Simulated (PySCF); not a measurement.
thionyl fluoride cation (F2OS), SMILES O=S(F)F (connectivity only; charge and spin as stated), charge +1, multiplicity 2.

Geometry: B3LYP-D3(BJ)/def2-TZVP. The multiplicity is an assumed one; other spin states were not compared.

The numbers are results of M06-2X/def2-TZVPD (PySCF), not measurements.

The total energy is -672.66395 hartree. The point group is Cs and the α spin, highest occupied and lowest empty level comes out as -19.88 and -7.22 eV. The β spin, highest occupied and lowest empty level is -21.21 and -13.32 eV, the dipole moment about the centre of nuclear charge comes out as 1.31 D and the mean static polarisability is 22.7 bohr³ (3.36 Å³). The polarisability, principal values is 17.4, 22.3, 28.3 bohr³ and the ⟨S²⟩ comes out as 0.760 (pure state 0.75).
